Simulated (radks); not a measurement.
All-electron atom: Co II in [Ar] 3d8 (the NIST ground configuration). Method: scalar-relativistic Kohn-Sham, LDA (Slater exchange, VWN5 correlation), spin-unpolarised, spherical densities, finite nucleus; Fermi nuclear charge, rms radius 3.7875 fm; hard spherical wall at 2 bohr; computed with a radial shooting solver on a logarithmic mesh with Libxc functionals.

Unscreened Slater integrals over Kohn-Sham orbitals (hartree). Empty in this configuration: 4s.

F0(3d,3d): 1.0415
F2(3d,3d): 0.50855
F4(3d,3d): 0.32226
F0(3d,3p): 1.0661
F2(3d,3p): 0.52302
G1(3d,3p): 0.65107
G3(3d,3p): 0.39894
F0(3d,3s): 1.0858
G2(3d,3s): 0.49846
F0(3d,2p): 1.3981
F2(3d,2p): 0.26623
G1(3d,2p): 0.19356
G3(3d,2p): 0.10979
F0(3d,4s): 0.83636
G2(3d,4s): 0.15527
F0(3p,3p): 1.0989
F2(3p,3p): 0.55470
F0(3p,3s): 1.1194
G1(3p,3s): 0.74606
F0(3p,2p): 1.4869
F2(3p,2p): 0.28696
G0(3p,2p): 0.11031
G2(3p,2p): 0.11533
F0(3p,4s): 0.85036
G1(3p,4s): 0.13540
F0(3s,3s): 1.1418
F0(3s,2p): 1.5198
G1(3s,2p): 0.12004
F0(3s,4s): 0.85955
G0(3s,4s): 0.098574
F0(2p,2p): 4.0538
F2(2p,2p): 1.9083
F0(2p,4s): 1.0683
G1(2p,4s): 0.070456
F0(4s,4s): 0.73717

Derived for the open shells (J is the average intra-shell exchange parameter used in DFT+U). 3d: Racah B = F2/49 - 5 F4/441 = 0.006725 hartree, C = 35 F4/441 = 0.02558 hartree, C/B = 3.80, F4/F2 = 0.634, J = (F2 + F4)/14 = 0.05934 hartree.
